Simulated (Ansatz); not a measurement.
Geometry optimisation, RHF/def2-SVP in Ansatz.

Input:

```yaml
crystal:
  periodic: [false, false, false]
  atoms:
    - { symbol: "N", position_ang: [-0.2061, 2.3655, -0.9456] }
    - { symbol: Si, position_ang: [-0.3136, 0.6726, -0.5272] }
    - { symbol: S, position_ang: [1.2776, 0.2209, 0.7929] }
    - { symbol: Ge, position_ang: [0.7863, -1.9047, 0.9441] }
    - { symbol: H, position_ang: [0.61687, 2.78404, -0.4505] }
    - { symbol: H, position_ang: [0.12802, 2.42847, -1.99447] }
    - { symbol: H, position_ang: [-1.5634, 0.3786, 0.1368] }
    - { symbol: H, position_ang: [-0.1475, -0.1174, -1.7543] }
    - { symbol: H, position_ang: [0.7572, -2.5434, -0.4191] }
    - { symbol: H, position_ang: [1.6961, -2.6627, 1.9084] }
    - { symbol: H, position_ang: [-0.7344, -2.0151, 1.543] }
basis:
  gaussian: { orbitals: def2-SVP }
hamiltonian:
  xc: hf
relax:
  f_tol: 0.015
  max_steps: 40
```

Launched with:

```bash
$ ansatz run input.yaml --threads 2 --pin off --max-ram 3072MiB --backend cpu --events-out ev --progress --plain --runs-dir out
```

Problem. Where does it end, and by what steps?

Solution. It converged. The force dipped under the threshold on the way, but the program's further checks kept it going. After 13 steps the energy has fallen by 0.709 eV; H5 moved furthest, 0.84 Å.

```json
{"step": "0", "energy less start (eV)": "0.0000", "largest force component (eV/Å)": "3.144", "accepted": "yes"}
{"step": "1", "energy less start (eV)": "-0.4951", "largest force component (eV/Å)": "1.586", "accepted": "yes"}
{"step": "2", "energy less start (eV)": "-0.5925", "largest force component (eV/Å)": "0.918", "accepted": "yes"}
{"step": "3", "energy less start (eV)": "-0.6527", "largest force component (eV/Å)": "0.981", "accepted": "yes"}
{"step": "4", "energy less start (eV)": "-0.6820", "largest force component (eV/Å)": "0.279", "accepted": "yes"}
{"step": "5", "energy less start (eV)": "-0.7004", "largest force component (eV/Å)": "0.106", "accepted": "yes"}
{"step": "6", "energy less start (eV)": "-0.6938", "largest force component (eV/Å)": "0.449", "accepted": "no"}
{"step": "7", "energy less start (eV)": "-0.7063", "largest force component (eV/Å)": "0.101", "accepted": "yes"}
{"step": "8", "energy less start (eV)": "-0.7085", "largest force component (eV/Å)": "0.020", "accepted": "yes"}
{"step": "9", "energy less start (eV)": "-0.7080", "largest force component (eV/Å)": "0.171", "accepted": "no"}
{"step": "10", "energy less start (eV)": "-0.7088", "largest force component (eV/Å)": "0.007", "accepted": "yes"}
{"step": "11", "energy less start (eV)": "-0.7090", "largest force component (eV/Å)": "0.037", "accepted": "yes"}
{"step": "12", "energy less start (eV)": "-0.7088", "largest force component (eV/Å)": "0.025", "accepted": "no"}
{"step": "13", "energy less start (eV)": "-0.7091", "largest force component (eV/Å)": "0.009", "accepted": "yes"}
```

```xyz
11
Properties=species:S:1:pos:R:3
N -0.042 2.381 -1.098
Si -0.273 0.740 -0.666
S 1.364 -0.001 0.553
Ge 0.753 -2.102 1.028
H -0.153 3.111 -0.420
H 0.625 2.637 -1.800
H -1.526 0.614 0.107
H -0.351 -0.071 -1.898
H 0.652 -2.932 -0.257
H 1.847 -2.658 1.938
H -0.600 -2.112 1.746
```

The run took 44 s on 2 threads of Intel(R) Xeon(R) Platinum 8259CL CPU @ 2.50GHz (Skylake/Cascade Lake), with other jobs on the host, peak memory 0.31 GiB.
